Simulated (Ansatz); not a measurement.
Reaction (redistribution): `O[SiH](O)[SiH](Cl)Cl` + `CO[SiH2]O[SiH](O)F` → `CO[SiH2]O[SiH](O)O` + `O[SiH](F)[SiH](Cl)Cl`

Isolated molecules relaxed with PBE0-D4/def2-TZVP in Ansatz; ΔE leaves out vibrations. CCSD(T)/CBS adds triple-zeta CCSD(T) − MP2 to the extrapolated MP2 energy (def2 sets, frozen cores). DFT in def2-TZVPP. B3LYP here is the variant with VWN-RPA as its local correlation; programs differ in this. Each species was taken in one conformer, which may not be the lowest.

| level | ΔE (kcal/mol) | difference from CCSD(T)/CBS |
| --- | --- | --- |
| PBE-D4 | 1.0 | -0.4 |
| r2SCAN-D4 | 1.0 | -0.4 |
| PBE0-D4 | 1.2 | -0.2 |
| B3LYP-D4 | 1.2 | -0.2 |
| ωB97X-V | 1.3 | -0.1 |
| ωB97M-V | 1.3 | -0.1 |
| B2PLYP | 1.3 | -0.1 |
| PBE | 0.9 | -0.5 |
| r2SCAN | 1.0 | -0.4 |
| PBE0 | 1.1 | -0.3 |
| B3LYP | 1.1 | -0.3 |
| HF/def2-TZVPP | 1.6 | 0.2 |
| MP2/def2-TZVPP | 1.6 | 0.2 |
| SCS-MP2/def2-TZVPP | 1.5 | 0.1 |
| CCSD/def2-TZVPP | 1.5 | 0.1 |
| CCSD(T)/def2-TZVPP | 1.5 | 0.1 |
| HF/def2-QZVPP | 1.6 | 0.2 |
| MP2/def2-QZVPP | 1.5 | 0.1 |
| SCS-MP2/def2-QZVPP | 1.5 | 0.1 |
| HF/CBS(def2) | 1.6 | 0.2 |
| MP2/CBS(def2) | 1.5 | 0.1 |
| CCSD/CBS(def2) | 1.4 | 0.0 |
| CCSD(T)/CBS | 1.4 | 0 |

Largest T1 diagnostic among the species: 0.012.
